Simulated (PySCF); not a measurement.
A search over the determinants of TaN

Unrestricted PBE0; basis Ta cc-pVDZ-PP with ECP60, N cc-pVDZ; scalar-relativistic core potentials; PySCF 2.14. Outer shells of the fragments: Ta 5d3 6s2; N 2s2 2p3.

Followed along the bond (rough minima from three points):

| 2Ms+1 | unpaired | ⟨S²⟩ at the start | R at minimum (Å) | Te (eV) |
| --- | --- | --- | --- | --- |
| 1 | none | 0.00 | 1.66 | 0.00 |
| 3 | σ ↑, δ ↑ | 2.66 | 1.67 | 0.04 |
| 1 | σ ↓, δ ↑ | 1.44 | 1.67 | 0.67 |
| 5 | σ ↑, π ↑, δ ↑↑ | 6.04 | 1.81 | 2.07 |
| 1 | π ↓, δ ↑ | 1.22 | 1.79 | 2.08 |
| 3 | σ ↑, π ↓, δ ↑↑ | 3.23 | 1.83 | 2.23 |

Solutions found at the starting distance of 2.015 Å, counted from the lowest of them; the search is not exhaustive and high or unbound solutions are not listed, so other states can lie among these:

```tsv
2Ms+1	unpaired	term	E (eV)	⟨S²⟩	⟨Lz²⟩	μ (D)
3	σ ↑, δ ↑	mixed	0.00	2.66	4.00	-5.11
1	none	¹Σ⁺	0.51	0.00	0.00	-4.53
5	σ ↑, π ↑, δ ↑↑	⁵Π	0.81	6.04	1.08	-4.97
3	σ ↑, π ↓, δ ↑↑	mixed	0.82	3.23	1.01	-4.69
1	σ ↓, δ ↑	mixed	0.85	1.44	4.00	-4.67
1	π ↓, δ ↑	mixed	0.96	1.22	4.90	-3.38
3	π ↑, δ ↑	mixed	0.97	2.03	5.07	-3.52
3	δ ↑↑	mixed	1.14	3.10	0.00	-4.09
5	σ ↑↑, δ ↑↑	⁵Σ⁻	1.51	6.14	0.00	-4.64
5	σ ↑, π ↑↑, δ ↑	mixed	1.52	6.05	6.02	-4.02
5	σ ↑, π ↑↑, δ ↑	mixed	1.53	6.05	6.02	-4.01
5	σ ↑, π ↑↑, δ ↑	mixed	1.93	6.01	5.88	-4.13
5	σ ↑, π ↑↑, δ ↑	mixed	1.97	6.01	5.98	-4.03
```

A term symbol is given only where ⟨S²⟩ and ⟨Lz²⟩ are close to those of a pure state; real π, δ and φ orbitals otherwise mix terms. A positive dipole means Ta(−)N(+).

Spin–orbit coupling is left out.
